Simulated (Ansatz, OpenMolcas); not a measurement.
C3H10OSi (trimethylsilanol): the HOMO–LUMO gap, rung by rung

The species is C3H10OSi (15 atoms), meant as a singlet with charge 0. SMILES: `C[Si](C)(C)O`. The coordinates come from a PBE0-D4/def2-TZVP relaxation. This is one conformer, not always the lowest.

Each level gives the HOMO–LUMO gap (eV). The values are calculated.

```csv
level,kind,program,value (eV),CPU time
HF/6-31G* (spherical functions),Hartree–Fock,Ansatz,16.51,4.5 s
SVWN5/6-31G* (spherical functions),LDA,Ansatz,6.99,7.4 s
revPBE/6-31G* (spherical functions),GGA,Ansatz,7.15,11 s
TPSS/6-31G* (spherical functions),meta-GGA,OpenMolcas,7.46,2.6 min
M06-2X/6-31G* (spherical functions),hybrid meta-GGA,OpenMolcas,11.69,2.1 min
wB97X/6-31G* (spherical functions),range-separated hybrid,Ansatz,14.20,47 s
PBE-QIDH/6-31G* (spherical functions),double hybrid,Ansatz,13.82,19 s
```

The values span 6.99 to 16.51 eV. Orbital gaps aren't excitation energies, and those of double hybrids come from the SCF part alone; they tend to grow with the share of exact exchange. Times are those of the runs behind each value, whatever else they computed, on shared processors of several kinds: orders of magnitude only.
